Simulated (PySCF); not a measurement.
A ladder of Hamiltonians for Pt⁶⁰⁺ (platinum, charge +60)

Occupied: 1s1/2, 2s1/2, 2p1/2, 2p3/2, 3s1/2, 3p1/2, 3p3/2. Hartree-Fock calculated with PySCF 2.14 in an even-tempered Gaussian basis (19 s from 8.3 bohr⁻², ratio 2.3; 16 p from 9.9 bohr⁻², ratio 2.3), Gaussian nucleus throughout. NR is non-relativistic, sf-X2C the spin-free one-electron X2C Hamiltonian, X2C adds the bare one-electron spin-orbit term, X2C-SNSO screens it by Boettger's factors, DC is four-component Dirac-Coulomb, and the Gaunt and Breit terms are added at first order (total energies over the DC spinors, levels after relaxing the spinors in that mean field). QED terms are absent. Levels marked empty are virtual spinors of this ion; the basis has s and p functions only, so 3d, which can lie below the n = 4 levels, is absent.

```json
{"level (eV)": "1s1/2", "NR": "-76242.6", "sf-X2C": "-83427.5", "X2C": "-83399.2", "X2C-SNSO": "-83400.8"}
{"level (eV)": "2s1/2", "NR": "-16432.2", "sf-X2C": "-18454.2", "X2C": "-18445.9", "X2C-SNSO": "-18446.4"}
{"level (eV)": "2p1/2", "NR": "-15984.7", "sf-X2C": "-16614.7", "X2C": "-17919.8", "X2C-SNSO": "-17879.4"}
{"level (eV)": "2p3/2", "NR": "-15984.7", "sf-X2C": "-16614.7", "X2C": "-16103.4", "X2C-SNSO": "-16115.8"}
{"level (eV)": "3s1/2", "NR": "-6603.0", "sf-X2C": "-7214.2", "X2C": "-7211.7", "X2C-SNSO": "-7211.8"}
{"level (eV)": "3p1/2", "NR": "-6410.6", "sf-X2C": "-6654.0", "X2C": "-6988.9", "X2C-SNSO": "-6978.7"}
{"level (eV)": "3p3/2", "NR": "-6410.6", "sf-X2C": "-6654.0", "X2C": "-6520.0", "X2C-SNSO": "-6523.3"}
{"level (eV)": "4s1/2 (empty)", "NR": "-3440.4", "sf-X2C": "-3683.9", "X2C": "-3683.3", "X2C-SNSO": "-3683.3"}
{"level (eV)": "4p1/2 (empty)", "NR": "-3364.5", "sf-X2C": "-3472.4", "X2C": "-3597.1", "X2C-SNSO": "-3593.3"}
{"level (eV)": "4p3/2 (empty)", "NR": "-3364.5", "sf-X2C": "-3472.4", "X2C": "-3422.3", "X2C-SNSO": "-3423.5"}
```

Question: Where do the four-component calculations put these levels?

Answer: 1s1/2: DC -83507.9, DC+Gaunt -83207.8, DC+Breit -83230.2; 2s1/2: DC -18461.9, DC+Gaunt -18427.6, DC+Breit -18430.4; 2p1/2: DC -17889.3, DC+Gaunt -17833.8, DC+Breit -17839.0; 2p3/2: DC -16127.6, DC+Gaunt -16090.8, DC+Breit -16096.1; 3s1/2: DC -7215.7, DC+Gaunt -7207.4, DC+Breit -7208.3; 3p1/2: DC -6981.3, DC+Gaunt -6967.6, DC+Breit -6969.2; 3p3/2: DC -6525.9, DC+Gaunt -6516.7, DC+Breit -6518.4; 4s1/2 (empty): DC -3684.7, DC+Gaunt -3681.5, DC+Breit -3681.9; 4p1/2 (empty): DC -3594.3, DC+Gaunt -3589.1, DC+Breit -3589.8; 4p3/2 (empty): DC -3424.4, DC+Gaunt -3420.9, DC+Breit -3421.6 (eV).

```
Hamiltonian  E (hartree)  E − E(DC) (hartree)  CPU seconds
         NR  -13524.7784            1067.1356         0.74
     sf-X2C  -14558.3680              33.5460         0.56
        X2C  -14586.0640               5.8500         0.57
   X2C-SNSO  -14584.5389               7.3751         0.57
         DC  -14591.9140               0.0000           30
   DC+Gaunt  -14571.9646              19.9494           50
   DC+Breit  -14573.8897              18.0243          140
```

Weight of the small component: 1s1/2 0.0875, 2s1/2 0.0204, 2p1/2 0.0203, 2p3/2 0.0182, 3s1/2 0.00773, 3p1/2 0.00762, 3p3/2 0.00708, 4s1/2 0.00379, 4p1/2 0.00376, 4p3/2 0.00354.

Koopmans' value for the highest occupied level at DC+Breit: 6518.4 eV, against an ionisation energy of 6517 ± 10 eV (theoretical estimate listed by NIST; NIST Atomic Spectra Database, ionization energies); the former lacks relaxation, correlation, QED and recoil.

The whole ladder took 230 s of wall time on 1 thread of Neoverse-N1 (shared host), launched as `OMP_NUM_THREADS=1 python relrun2.py TASK.json OUT` (a driver that calls PySCF for each Hamiltonian).
